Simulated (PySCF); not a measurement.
# Excitation energy of Ge by level of theory

Ge [Ar] 3d10 4s2 4p2 (3P) → Ge [Ar] 3d10 4s1 4p2 5s1 (5P), as a difference of total energies. All numbers are calculated (PySCF 2.14, a scalar-relativistic core potential, in aug-cc-pwCVTZ-PP with ECP10MDF). Correlated levels: valence: 3s2 3p6 3d10 frozen. The calculations carry no spin-orbit coupling.

```csv
method,excitation energy (eV)
UHF,9.183
MP2 (valence),10.208
SCS-MP2 (valence),10.540
CCSD (valence),10.421
CCSD(T) (valence),10.465
```

Problem. How much does correlation contribute at CCSD(T) (valence)?

Solution. 10.465 − (9.183) = 1.282 eV, measured against UHF.

The upper state lies above the first ionisation limit, but in LS coupling its spin forbids autoionisation to the ground ion. A Rydberg-like electron needs more diffuse functions than a valence basis has.

The promoted electron is Rydberg-like, and one or two diffuse shells describe it only roughly, which tends to raise the upper state.
